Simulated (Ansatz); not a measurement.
Two structures of SiH4Cl3OF, singlet, reached by relaxing down either side of one saddle point (PBE0-D4/def2-TZVP). Energies are electronic, without zero-point energy. Computed with Ansatz 0.2.0 (basis: def2-TZVPP and def2-QZVPP); correlated methods freeze the cores. Extrapolation: Hartree–Fock as exp(−7.88 √X), correlation as X^−2.97. First:

```xyz
10
angstrom
Si -0.3014 -1.5579 0.0607
H 0.9004 -1.1891 0.8056
Cl -0.0013 -1.7433 -1.9353
Cl -0.9809 -3.3474 0.7559
Cl -1.8256 -0.2105 0.4031
H 1.0077 1.7368 -0.1031
O 1.2208 0.9441 -0.6094
H -0.8734 1.6886 1.0072
F -0.3745 2.4643 1.1454
H 1.2282 1.2144 -1.5300
```

Second:

Si1  (-0.273, -1.020, -0.951)
H2  (-0.458, 0.152, 2.673)
Cl3  (-0.021, -1.752, -2.821)
Cl4  (0.038, -2.517, 0.373)
Cl5  (-2.106, -0.228, -0.729)
H6  (0.416, 1.756, 0.037)
O7  (0.778, 0.204, -0.684)
H8  (-0.356, 0.825, 2.366)
F9  (0.264, 2.567, 0.474)
H10  (1.719, 0.014, -0.738)
(Å)

Problem. Which bonds change from the first to the second?

Solution. SiHCl₃ ([Cl][SiH]([Cl])[Cl]) + H₂O + HF → SiHCl₃O ([OH][Si]([Cl])([Cl])[Cl]) + HF + H₂; bonds formed: Si1–O7, H2–H8, H6–F9; bonds broken: Si1–H2, H6–O7, H8–F9.

Problem. Give the saddle point's structure and its height above each. (Judge from chemistry; the value comes from the calculation.)

Solution. By the calculation: 29.63 kcal/mol above the first and 47.73 kcal/mol above the second (CCSD(T) at an estimated basis limit (MP2 extrapolated from triple and quadruple zeta, plus CCSD(T) − MP2 in triple zeta)).
```xyz
10
angstrom
Si -0.3735 -0.7838 -0.2377
H -0.5448 0.0072 1.2218
Cl 0.0420 -1.5936 -2.1478
Cl 0.2158 -2.3832 0.8936
Cl -2.3698 -0.4177 -0.5094
H 0.7884 1.3408 0.1909
O 0.7754 0.4969 -0.5562
H -0.1432 0.9062 1.3613
F 0.4705 1.8775 1.2307
H 1.1392 0.5498 -1.4472
```

No T1 diagnostic of these runs exceeds 0.011.

Labels in which every atom is bracketed show which atoms are joined, not bond orders.

For scale, one of the runs: CCSD(T)/def2-TZVPP, 286 basis functions, launched by `ansatz run in.yaml --threads 8 --pin off --events-out ev --progress --plain --max-ram 19148MiB`. Hardware: 8 CPU threads of an Arm Neoverse V1, shared host. Wall time 4.3 min; peak host memory 8.3 GiB.
